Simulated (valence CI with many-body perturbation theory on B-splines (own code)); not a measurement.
The numbers below are computed, except where a source is named.
**Zn9+: magnetic and hyperfine properties of the levels**

Method: valence CI with perturbative core correlation (CI+MBPT): three valence electrons over a frozen Dirac-Fock core [Ar], a basis of 9 s, 9 p, 10 d, 8 f, 5 g, 3 h, 1 i functions for each j, with the one-electron correlation potential Σ1 (screened to all orders), the two-electron term Σ2, the three-electron term Σ3, Breit, model QED; selected single and double excitations, second order for the rest, scaled by the run's own slope (own B-spline code, finite nucleus).

No measured levels were compared; by estimate terms of the open shell hold to 2 to 4 % of their energy, and close levels can change places. Core correlation moves these levels by up to 3000 cm⁻¹, and in measured spectra 5 to 20 % of such shifts remained as error; rates that hang on mixing are uncertain with them. Only levels of the ground parity were solved; by the run's estimate the other parity begins above the list, which can be wrong where configurations are misplaced.

A/g_I is the dipole constant over the nuclear g factor μ/I (μ in nuclear magnetons, uniformly magnetised nucleus), B/Q the quadrupole constant per barn. Both hold the static response of the core; the bare values leave it out. Large factors of s and p1/2 electrons are usually good to 5 to 10 %; those of open d and f shells near neutrality can be off by tens of per cent, and small factors of p3/2, d and f electrons come from cancelling terms and can be off by a factor of two or in sign, in half-filled shells by more. B is blank for J = 1/2, where it vanishes, and for nearly pure S terms. Energies count from the lowest level.

Names give the largest LS component (configuration and term), which can be under half, so a name can repeat, a term be missing and a line seem to break the LS rules; names also repeat where a configuration has a term twice. Letters in brackets count levels of one name in rising energy.

```tsv
Level	E (cm⁻¹)	g	A/g_I (MHz)	A/g_I bare	B/Q (MHz/b)	B/Q bare
3d³ ⁴F_3/2	0.0	0.401	2430	2250	-498	-515
3d³ ⁴F_5/2	1606	1.028	1350	1370	-491	-509
3d³ ⁴F_7/2	3638	1.237	1030	1130	-677	-703
3d³ ⁴F_9/2	5960	1.331	948	1070	-992	-1030
3d³ ⁴P_1/2	28600	2.601	-1930	-1380		
3d³ ⁴P_3/2	28842	1.690	742	989	-1100	-1140
3d³ ²G_7/2	31089	0.889	1690	1680	777	810
3d³ ⁴P_5/2	31263	1.597	238	453	1400	1450
3d³ ²G_9/2	32793	1.095	1340	1390	1110	1160
3d³ ²D_3/2 [a]	39518	1.085	1560	1610	-1350	-1400
3d³ ²P_1/2	40740	0.734	259	186		
3d³ ²H_9/2	42974	0.926	1440	1430	2470	2560
3d³ ²H_11/2	43892	1.090	1340	1390	3010	3120
3d³ ²D_5/2 [a]	44952	1.202	1120	1200	-1010	-1050
3d³ ²P_3/2	46189	1.087	1190	1240	181	181
3d³ ²F_7/2	68980	1.142	1310	1380	943	981
3d³ ²F_5/2	69964	0.858	1420	1390	1070	1110
3d³ ²D_5/2 [b]	107590	1.198	969	1050	2270	2350
3d³ ²D_3/2 [b]	108480	0.799	2270	2230	1780	1840
```

**Question.** Take the isotope of mass number 67, with I = 5/2, μ = 0.87485 μN and Q = 0.122 b. What is the hyperfine structure of 3d³ ⁴F_7/2?

**Answer.** From the table A = 360 MHz, B = -82.6 MHz. Shifts from the centre of gravity in MHz: F = 1: -4090, F = 2: -3350, F = 3: -2240, F = 4: -785, F = 5: 1010, F = 6: 3130.
